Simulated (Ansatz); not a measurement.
Reactions of CH3F3SSi, SMILES `F[Si](F)(F)CS`.

Isolated molecules relaxed with PBE0-D4/def2-TZVP in Ansatz; ΔE leaves out vibrations. CCSD(T)/CBS adds triple-zeta CCSD(T) − MP2 to the extrapolated MP2 energy (def2 sets, frozen cores). This one scheme is used for every species, atoms too. DFT in def2-TZVPP. Open shells (•) are unrestricted, without spin–orbit coupling. Spin–orbit coupling would lower the free atoms: a little for C, F, S, Si. Each species was taken in one conformer, which may not be the lowest.

```tsv
reaction	MP2/CBS(def2) (eV)	HF/CBS(def2) (eV)	ωB97M-V (eV)
`F[Si](F)(F)CS` → C• + 3 F• + 3 H• + S• + Si•	39.08	27.93	37.77
`F[Si](F)(F)CS` → `FCS` + `F[Si]F`	4.22	3.98	3.79
`F[Si](F)(F)CS` + H–F → silicon tetrafluoride + CH₃SH	-1.50	-1.85	-1.49
`F[Si](F)(F)CS` + `O[SiH](O)O` → `O[SiH](O)O[Si](F)(F)F` + CH₃SH	-1.39	-1.70	-1.35
```

Task: Give the CCSD(T)/CBS values in the same order. (Estimate.)

Result: Ansatz gave: 37.83, 4.00, -1.51, -1.40 eV.

Largest T1 diagnostic: 0.015, for `F[Si]F`.
